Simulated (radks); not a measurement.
Q: The cobalt ion Co15+, [Ne] 3s2. Calculated with a radial shooting solver on a logarithmic mesh with Libxc functionals: non-relativistic Kohn-Sham, exchange-only B88, spin-polarised, spherical densities, point nucleus. Every spin shell is full or empty, so the densities are truly spherical. Functionals are evaluated on that one density, not self-consistently. Rank these exchange functionals by their error against the exact value of the orbitals, and give that value: LDA, PBEsol, RPBE, PW86, WC, AM05, SCAN, r2SCAN, Tao-Mo.

A: Exact: -44.0298 hartree. From best to worst, with 100 (|E| - |E exact|)/|E exact| (equal figures are ties): RPBE -0.02, r2SCAN -0.13, SCAN +0.18, Tao-Mo -0.30, PW86 +0.42, WC -1.58, PBEsol -3.45, AM05 -6.84, LDA -7.83.
